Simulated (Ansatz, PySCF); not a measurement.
Species: sum formula BBrCl (charge 0, doublet). It need not be the lowest isomer of its formula. 
Structure (B3LYP-D3(BJ)/def2-TZVP (Ansatz, a first-principles code) minimum search):
```
B
Cl 1 1.7224
Br 1 1.8945 2 126.07
```
Charge 0, spin multiplicity 2.

Quantity: atomisation energy (electronic, to ground-state atoms), in kJ/mol. Cores are frozen in the correlated levels unless marked. UHF or UKS for open shells. Spin-orbit coupling is left out. Frozen are the shells of the preceding noble gas and the d and f shells that filled before the atom's block. Non-relativistic. The coupled-cluster limit lacks core correlation, which all-electron functionals hold. CBS marks a two-point X^-3 extrapolation of the correlation energy; Hartree-Fock from the larger set.

| level | program | atomisation energy (kJ/mol) |
|---|---|---|
| r2SCAN-D3(BJ)/def2-TZVPD | Ansatz + dftd3 | 843.3 |
| TPSSh-D3(BJ)/def2-TZVPD | PySCF + dftd3 | 810.2 |
| r2SCAN0-D4/def2-TZVPD | Ansatz + dftd4 | 818.3 |
| CAM-B3LYP-D4/def2-TZVPD | Ansatz + dftd4 | ___ |
| SCS-MP2/STO-3G | Ansatz | 823.6 |
| CCSD(T)/CBS(def2-TZVPP,def2-QZVPP) | Ansatz | 783.4 |

Fill in the missing entries.


- CAM-B3LYP-D4/def2-TZVPD, atomisation energy (kJ/mol): 784.5
